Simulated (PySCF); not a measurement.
Mg(SeH)(SiMe3), C3H10MgSeSi, SMILES C[Si](C)(C)[Mg][SeH] (GFN2-xTB optimised geometry):

```
16

Mg    -0.780     0.163     0.000
Se    -2.406     2.075     0.000
H     -3.776     1.722    -0.007
Si     1.686     0.163     0.000
C      2.156     1.214    -1.536
C      2.709    -1.459    -0.030
C      2.166     1.164     1.566
H      3.204     1.501    -1.541
H      1.960     0.669    -2.458
H      1.563     2.129    -1.561
H      2.487    -2.048    -0.916
H      2.494    -2.075     0.839
H      3.776    -1.251    -0.030
H      1.977     0.590     2.472
H      1.574     2.078     1.625
H      3.215     1.450     1.572
```

Calculation: B3LYP/def2-TZVP in PySCF.

Problem. What are the frontier orbital energies and the dipole moment?

Solution. HOMO-2 -7.28 eV, HOMO-1 -6.19 eV, HOMO -6.06 eV, LUMO -1.97 eV, LUMO+1 -0.93 eV; dipole moment 3.65 D.

On the same geometry PBE/def2-TZVP (PySCF 2.14.0) gives HOMO-2 -6.42 eV, HOMO-1 -5.40 eV, HOMO -5.22 eV, LUMO -2.36 eV, LUMO+1 -1.41 eV; dipole moment 3.45 D.

Meta-Löwdin charges at B3LYP/def2-TZVP: Mg1 1.07, Se2 -0.77, H3 0.07, Si4 0.30, C5 -0.58, C6 -0.58, C7 -0.58, H8 0.12, H9 0.12, H10 0.12, H11 0.12, H12 0.12, H13 0.12, H14 0.12, H15 0.12, H16 0.12.
